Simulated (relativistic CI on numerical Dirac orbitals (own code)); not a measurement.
Slater and spin-orbit integrals, Ca⁸⁺

Method of calculation: Dirac-Coulomb-Breit CI, separate exchange-only KLI orbitals for each configuration, QED by a radiative potential, unscaled Slater integrals (own radial code, finite nucleus).

Slater integrals F^k, G^k are unscaled and averaged over j, outside the closed core [Ne]; ζ comes from projecting the Hamiltonian with its Breit term on Σ l·s of the shell.

- 3s.3p: G^1(3s,3p) = 130120, ζ(3p) = 3120.2 cm⁻¹; <r>(3s) = 1.002, <r^2>(3s) = 1.14, <r>(3p) = 1.023, <r^2>(3p) = 1.204 (bohr units).
- 3p2: F^2(3p,3p) = 98236, ζ(3p) = 3115.7 cm⁻¹; <r>(3p) = 1.026, <r^2>(3p) = 1.21 (bohr units).
- 3s.3d: G^2(3s,3d) = 89934, ζ(3d) = 123.43 cm⁻¹; <r>(3s) = 1.002, <r^2>(3s) = 1.142, <r>(3d) = 1.009, <r^2>(3d) = 1.186 (bohr units).

Averages of the first 10 configurations, taken without configuration mixing, which lowers the lowest level and can move excited configurations by several eV; other configurations of the list can lie among them:

```tsv
Configuration	Parity	States	Average energy above the lowest level (eV)
3s2	even	1	1.8
3s.3p	odd	12	20.9
3p2	even	15	44.4
3s.3d	even	20	52.5
3d2	even	45	105.0
3p.3d	odd	60	74.1
3p.4s	odd	12	117.3
3s.4s	even	4	95.0
3s.4p	odd	12	103.4
3d.4s	even	20	147.3
```
